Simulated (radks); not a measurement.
Radial electron density D(r) = 4 pi r^2 rho(r) of an atom or ion with 32 electrons. Method: Dirac Kohn-Sham, BLYP, spin-unpolarised, spherical densities, finite nucleus; Fermi nuclear charge, rms radius of each element as measured or else 0.836 A^(1/3) + 0.57 fm; computed with a radial shooting solver on a logarithmic mesh with Libxc functionals.

r (bohr)  D(r) (e/bohr)
0.002582          19.35
0.003283          26.96
0.004207          36.99
0.005348          48.67
0.006798          61.57
0.008642          74.15
0.01099           84.11
0.01408           89.05
0.0179            87.48
0.02275           81.81
0.02892           78.08
0.03706           83.56
0.04712           98.51
0.0599            112.1
0.07614           109.9
0.0968            92.62
0.124             81.87
0.1577            90.88
0.2005            95.08
0.2548            70.43
0.3266            35.52
0.4151            19.24
0.5278            11.99
0.6709            4.504
0.8529           0.7106
1.093           0.03473
1.389         0.0004823

What is the nuclear charge?

Answer. Z = 65. The innermost maximum, from 1s, lies near gamma/Z bohr with gamma = sqrt(1 - (Z/c)^2) = 0.880, here 0.0135 bohr (found: 0.0149), and its height grows with Z. The density is that of the terbium ion Tb33+ in [Ar] 3d10 4s2 4p2; the configuration itself is not fixed sharply by these data, and Z only to a few units. D(r) has 3 maxima, at r = 0.0149, 0.0659, 0.187 bohr, and minima at 0.0292, 0.123 bohr, inside which lie 2.04, 11.11 electrons.
